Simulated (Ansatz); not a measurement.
Born–Oppenheimer molecular dynamics of CH₉AlN₂O (14 atoms, charge 0, multiplicity 1). It starts at the highest image of a converged band. Of that band: A vibrational analysis at the climbing image gives one clearly imaginary mode, 1043i cm⁻¹: a first-order saddle point. Another band between the same ends, with other settings, climbed to 0.34 eV only, so this may not be the lowest route.

These are results of Ansatz 0.2.0, RKS PBE-D4/6-31G*, not measurements.

```yaml
ensemble: NVE (velocity Verlet)
time_step: 0.5 fs
steps_asked: 200
starting_velocities_drawn_for: 100 K
seed: 6088
```

First frame:

```xyz
14
Properties=species:S:1:pos:R:3
Al -0.499 -0.613 -0.224
H 0.967 -1.373 -0.973
N -1.864 -1.068 -1.291
N -0.734 -0.580 1.559
H 1.154 -0.306 -0.998
O 0.672 0.803 -0.729
C 1.421 1.537 0.251
H -1.751 -1.389 -2.251
H -2.828 -0.786 -1.123
H -1.282 -1.298 2.032
H -0.103 -0.139 2.225
H 2.128 2.211 -0.260
H 0.727 2.139 0.861
H 1.992 0.862 0.920
```

Problem. How far do the bonds stretch over the last three quarters of this one trajectory? (Pairs bonded in most of those frames.)

Solution. 
```json
{"bond": "Al1–H2", "mean (Å)": "1.626", "spread (Å)": "0.031", "shortest": "1.58", "longest": "1.74"}
{"bond": "Al1–N3", "mean (Å)": "1.809", "spread (Å)": "0.014", "shortest": "1.79", "longest": "1.83"}
{"bond": "Al1–N4", "mean (Å)": "1.822", "spread (Å)": "0.016", "shortest": "1.80", "longest": "1.85"}
{"bond": "N3–H8", "mean (Å)": "1.019", "spread (Å)": "0.008", "shortest": "1.01", "longest": "1.03"}
{"bond": "N3–H9", "mean (Å)": "1.020", "spread (Å)": "0.009", "shortest": "1.01", "longest": "1.04"}
{"bond": "N4–H10", "mean (Å)": "1.023", "spread (Å)": "0.015", "shortest": "1.00", "longest": "1.04"}
{"bond": "N4–H11", "mean (Å)": "1.022", "spread (Å)": "0.010", "shortest": "1.01", "longest": "1.04"}
{"bond": "H5–O6", "mean (Å)": "0.985", "spread (Å)": "0.015", "shortest": "0.96", "longest": "1.02"}
{"bond": "O6–C7", "mean (Å)": "1.453", "spread (Å)": "0.021", "shortest": "1.42", "longest": "1.49"}
{"bond": "C7–H12", "mean (Å)": "1.104", "spread (Å)": "0.008", "shortest": "1.09", "longest": "1.12"}
{"bond": "C7–H13", "mean (Å)": "1.099", "spread (Å)": "0.002", "shortest": "1.10", "longest": "1.10"}
{"bond": "C7–H14", "mean (Å)": "1.106", "spread (Å)": "0.003", "shortest": "1.10", "longest": "1.11"}
```

Mean temperature of the second half: 232 K. The conserved energy stayed within 0.051 meV per atom of its start (net change 0.017 meV per atom), so the integration is sound. The kinetic energy rose, since the run started high on the potential surface and went downhill. A run of 0.1 ps of so small a system gives no equilibrium averages. The orbitals stay closed-shell, which can raise the energy where a bond breaks towards radicals; this wasn't checked here.

Run time: 8.4 min on 2 threads of Arm Neoverse V1 (shared host), peak memory 0.14 GiB.
